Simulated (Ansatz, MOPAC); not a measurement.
Process, species as SMILES: [Cl][Ge]([Cl])([Cl])[F] → [F][Ge]([Cl])[Cl] + Cl atom (the Cl-Ge bond breaks)

Wanted: bond dissociation energy (enthalpy at 298 K), in kcal/mol. Set-up: no dispersion term unless named; 6-31G* and kin with 6d, 5d where marked; no spin-orbit coupling; UHF or UKS for open shells; non-relativistic. First-principles rows: single points at B3LYP-D3(BJ) geometries (Ansatz, a first-principles code), with unscaled harmonic terms from B3LYP/6-31G* (LANL2DZ past Ar) (Ansatz) at its own minima. Semi-empirical rows: MOPAC heats of formation at their own minima for 298 K.

| species | coefficient | E at B3LYP/6-31G* (Ansatz), Eh | E at B3LYP/def2-TZVPD (Ansatz), Eh | H(298 K) - E, kcal/mol | heat of formation at PM3 (MOPAC), kcal/mol |
|---|---|---|---|---|---|
| [F][Ge]([Cl])([Cl])[Cl] | -1 | -3557.35623 | -3557.79244 | 8.97 | -166.43 |
| [F][Ge]([Cl])[Cl] | +1 | -3097.08753 | -3097.48945 | 6.78 | -122.07 |
| Cl atom | +1 | -460.13624 | -460.16775 | 1.48 | 28.99 |

 1 Eh = 627.5095 kcal/mol.

Q: Compute it at each level from the table.

A: 
- B3LYP/6-31G*: the sum of coefficient times E is 0.13246 Eh, or 83.12 kcal/mol; the thermal terms add -0.71. Result: 82.4 kcal/mol.
- B3LYP/def2-TZVPD: the sum of coefficient times E is 0.13524 Eh, or 84.86 kcal/mol; the thermal terms add -0.71. Result: 84.2 kcal/mol.
- PM3: the sum of coefficient times heat of formation is 73.35 kcal/mol; it needs no thermal term.
